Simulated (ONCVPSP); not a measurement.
## As (Z = 33): ONCV pseudisation with PBEsol, scalar-relativistic reference atom.

arsenic, optimised norm-conserving Vanderbilt (ONCV), made with ONCVPSP 4.0.1 (PBEsol, scalar-relativistic). Core [Ne], reference 3s2 3p6 3d10 4s2 4p3. Waves: 3s+4s: rc 0.85 bohr, ncon 4, nbas 7, qcut 11.5 1/bohr, 2 projectors; 3p+4p: rc 0.95 bohr, ncon 5, nbas 8, qcut 17.5 1/bohr, 2 projectors; 3d: rc 1.20 bohr, ncon 4, nbas 9, qcut 10.7 1/bohr, 2 projectors, debl 3.2 Ha. Local part: polynomial inside 0.75 bohr (lpopt 5, dvloc0 0 Ha). Core correction: Teter function, fcfact 2.25, rcfact 1.1.

Poles of the logarithmic derivatives, all-electron (AE) and pseudo (PS). s: poles at -4.2 (AE) and -4.2 (PS) Ha. p: poles at -3.3 (AE) and -3.3 (PS) Ha. d: poles at -0.9 (AE) and -0.9 (PS) Ha. Test radii: s 0.86, p 0.96, d 1.22 bohr.

- Cutoffs needed: 70 Ha and 209 Ha (the cutoffs (Ha) at which the residual kinetic energy of the hardest occupied pseudo-wave falls to 1 and 0.1 mHa per electron)
- Ghost test: no bound ghost flagged; no localised positive-energy state flagged
- Largest excitation error: -365 meV (all-electron minus pseudo) for 3s2 3p5 3d10 4s2 4p3, out of 4 test configurations
- rms error of d²Exc/dni dnj: 2.12 mHa without and 1.06 mHa with the model core
